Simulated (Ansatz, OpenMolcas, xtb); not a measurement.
**A ladder of methods for InH3 (SMILES [InH3])**

The species is InH3 (4 atoms), meant as a singlet with charge 0. As SMILES, `[InH3]`. Geometry: relaxed at PBE0-D4/def2-TZVP.

```xyz
4

In    0.0139   -0.0151   -0.0051
H     0.4155    1.5160    0.6782
H    -1.0956   -0.1073   -1.3214
H     0.7218   -1.4540    0.6280
```

Each level gives the HOMO–LUMO gap (eV). The values are calculated.

```json
{"level": "GFN0-xTB", "kind": "semi-empirical", "program": "xtb", "value (eV)": "5.97"}
{"level": "HF/def2-TZVP (core potential)", "kind": "Hartree–Fock", "program": "OpenMolcas", "value (eV)": "11.49"}
{"level": "SVWN5/def2-TZVP (core potential)", "kind": "LDA", "program": "Ansatz", "value (eV)": "4.17"}
{"level": "revPBE/def2-TZVP (core potential)", "kind": "GGA", "program": "OpenMolcas", "value (eV)": "4.43"}
{"level": "r2SCAN/def2-TZVP (core potential)", "kind": "meta-GGA", "program": "OpenMolcas", "value (eV)": "4.99"}
{"level": "BHLYP/def2-TZVP (core potential)", "kind": "global hybrid", "program": "Ansatz", "value (eV)": "8.02"}
{"level": "wB97M-V/def2-TZVP (core potential)", "kind": "range-separated hybrid", "program": "Ansatz", "value (eV)": "9.95"}
{"level": "B2PLYP/def2-TZVP (core potential)", "kind": "double hybrid", "program": "Ansatz", "value (eV)": "8.21"}
```

The values span 4.17 to 11.49 eV. Orbital gaps aren't excitation energies, and those of double hybrids come from the SCF part alone; they tend to grow with the share of exact exchange.
